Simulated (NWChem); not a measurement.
How basis sets differ on BaS (SMILES [S][Ba])

BaS: 2 atoms, total charge 0, spin state singlet. As SMILES, `[S][Ba]`. Geometry: the measured bond length.

```xyz
2

S     0.0000    0.0000    0.0000
Ba    0.0000    0.0000    2.5074
```

Quantity: the lowest excitation energy, in eV. The values are calculated.

| level | kind | program | value (eV) |
| --- | --- | --- | --- |
| CIS/def2-QZVPD (core potential) | coupled cluster or CI | NWChem | 2.62 |
| CIS/def2-SVP (core potential) | coupled cluster or CI | NWChem | 2.57 |
| CIS/def2-SVPD (core potential) | coupled cluster or CI | NWChem | 2.64 |
| CIS/def2-TZVP (core potential) | coupled cluster or CI | NWChem | 2.60 |
| CIS/def2-TZVPD (core potential) | coupled cluster or CI | NWChem | 2.62 |

The values span 2.57 to 2.64 eV.
